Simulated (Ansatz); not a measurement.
A run on `[OH][Ti]([SH])([SH])[SH]` with other settings.

```yaml
crystal:
  periodic: [false, false, false]
  atoms:
    - {symbol: O, position_ang: [0.834175, 1.861464, -0.314602]}
    - {symbol: Ti, position_ang: [0.062831, 0.287490, -0.195247]}
    - {symbol: S, position_ang: [1.678857, -1.310402, -0.461597]}
    - {symbol: S, position_ang: [-1.613987, 0.202277, -1.734812]}
    - {symbol: S, position_ang: [-1.004088, -0.067896, 1.796415]}
    - {symbol: H, position_ang: [0.970830, 2.682602, 0.159705]}
    - {symbol: H, position_ang: [0.794338, -2.289863, -0.188815]}
    - {symbol: H, position_ang: [-1.800641, -1.112288, -1.503467]}
    - {symbol: H, position_ang: [0.166084, -0.299586, 2.425220]}
basis:
  gaussian: {orbitals: aug-cc-pVDZ, fitting: {mean_field: cc-pVTZ-jkfit}}
hamiltonian: {xc: {name: r2SCANh}}
output: {forces: true}
```

```sh
$ ansatz run in.yaml --threads 4 --pin off --events-out ev --progress --plain --max-ram 11315MiB
```

Shortened log:

```
Functional definition: r2SCANh
Error: <dir> the basis set cc-pVTZ-JKFIT has no functions for Ti
```
